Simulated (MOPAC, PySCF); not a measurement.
CH$_{10}$Si$_{3}$, SMILES `[SiH3]C([SiH3])[SiH3]`, neutral singlet in the gas phase. 

Cartesian coordinates (Å):
```xyz
14

Si     1.7942    -0.0880    -0.1284
C     -0.0497     0.0024    -0.4809
Si    -0.8119     1.6005     0.1495
Si    -0.9646    -1.5133     0.1499
H      2.3755    -1.3226    -0.7078
H      2.4935     1.0835    -0.7082
H      2.0230    -0.0990     1.3356
H     -0.1625     0.0077    -1.5725
H     -2.2470     1.6725    -0.2152
H     -0.1154     2.7739    -0.4298
H     -0.6948     1.6615     1.6254
H     -2.3999    -1.4446    -0.2147
H     -0.3864    -2.7495    -0.4290
H     -0.8541    -1.5850     1.6259
```
Charge 0, multiplicity 1.

All levels are single points at this geometry (B3LYP-D3(BJ)/def2-TZVP); Pople sets use spherical d functions. Orbital energies aren't observables, and empty levels follow the basis.

B3LYP/3-21G in PySCF gives gap (eV) = 9.00.

### Question
Estimate the gap (eV) from each of these levels: B3LYP-D3(BJ)/def2-TZVP in PySCF; B3LYP/6-311+G** in PySCF; B3LYP/LANL2DZ in PySCF; BP86/6-31G* in PySCF; M06-2X/6-31G* in PySCF; PBE/6-31G* in PySCF; SVWN5/6-31G* in PySCF; HF/3-21G in PySCF; HF/6-31G* in PySCF; HF/STO-3G in PySCF; AM1 in MOPAC; PM6 in MOPAC.

### Answer

```csv
level,gap (eV)
B3LYP-D3(BJ)/def2-TZVP in PySCF,8.33
B3LYP/6-311+G** in PySCF,8.12
B3LYP/LANL2DZ in PySCF,8.92
BP86/6-31G* in PySCF,7.05
M06-2X/6-31G* in PySCF,10.86
PBE/6-31G* in PySCF,6.99
SVWN5/6-31G* in PySCF,6.80
HF/3-21G in PySCF,15.48
HF/6-31G* in PySCF,15.23
HF/STO-3G in PySCF,22.03
AM1 in MOPAC,11.92
PM6 in MOPAC,10.89
```
